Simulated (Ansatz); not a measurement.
This geometry of BrH + F6W (9 atoms, charge 0, multiplicity 1) is a first-order saddle point.

Theory: RKS PBE/def2-SVP in Ansatz.

```xyz
9
Properties=species:S:1:pos:R:3
W 0.120 0.328 -0.241
F 0.711 -0.482 2.476
F 1.907 -0.183 -0.327
F -0.015 1.783 -1.412
F -1.565 0.742 0.431
F -0.304 -1.384 0.352
F -0.175 -0.484 -1.904
Br 1.020 2.178 1.256
H 1.048 0.365 2.729
```

Which two structures does it join? (They come from a converged band through this point; their orientation in space is the band's.)

Bonds broken: W1–F2, Br8–H9. Bonds formed: W1–Br8, F2–H9. BrH + F6W becomes BrF5W + FH.

Image 0:

```xyz
9
Properties=species:S:1:pos:R:3
W -0.183 -0.184 -0.264
F 0.136 0.151 1.550
F 1.649 -0.204 -0.578
F -0.228 1.646 -0.590
F -2.014 -0.169 0.069
F -0.144 -2.012 0.080
F -0.507 -0.523 -2.062
Br 2.518 2.586 2.482
H 1.520 1.571 2.673
```

Image 6:

```xyz
9
Properties=species:S:1:pos:R:3
W 0.306 0.306 -0.446
F -0.150 -0.147 3.182
F 1.800 -0.032 -1.511
F -0.045 1.795 -1.516
F -1.234 0.663 0.533
F 0.669 -1.235 0.527
F -0.727 -0.730 -1.610
Br 1.668 1.680 1.090
H 0.459 0.561 3.110
```

How far does it lie above each of them?

92.6 kJ/mol above the first and 30.5 kJ/mol above the second. This is the barrier of this one path; another mechanism may lie lower. The orbitals stay closed-shell, which can raise the energy where a bond breaks towards radicals; this wasn't checked here.

Run time: 8.7 min on 4 threads of Arm Neoverse V1, on a shared host, peak memory 0.28 GiB.
